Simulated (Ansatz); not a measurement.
PBE exchange is replaced step by step with exact exchange (0 % is PBE, 25 % PBE0; no dispersion term), basis def2-SVP, Ansatz. System: Nb3S6. Total charge 0; doublet. Geometry: r2SCAN-D4/def2-SVP.

Geometry of the doublet:

```xyz
9

Nb    0.160   -1.175    0.408
Nb   -1.336    0.741   -1.156
Nb    1.022    1.588    0.348
S     0.429   -3.209    1.110
S     2.293   -0.095   -0.468
S    -0.257   -1.011   -2.095
S    -0.405    2.937   -1.011
S    -2.231   -0.346    0.616
S     0.326    0.572    2.247
```

In the def2 sets Nb takes a core potential; there is no spin–orbit coupling. At PBE with 50 % exact exchange/def2-SVP the charge 0 doublet is spin-contaminated (final ⟨S²⟩ up to 0.98, 0.75 for a pure state).

HOMO and LUMO are taken over both spins.

```tsv
exact exchange (%)	HOMO (eV)	LUMO (eV)	gap (eV)	⟨S²⟩
0	-5.20	-4.80	0.40	0.756
5	-5.39	-4.68	0.71	0.758
10	-5.59	-4.56	1.03	0.761
15	-5.79	-4.44	1.35	0.764
25	-6.19	-4.19	2.00	0.771
35	-6.60	-3.93	2.67	0.780
50	-7.26	-3.56	3.71	0.981
```
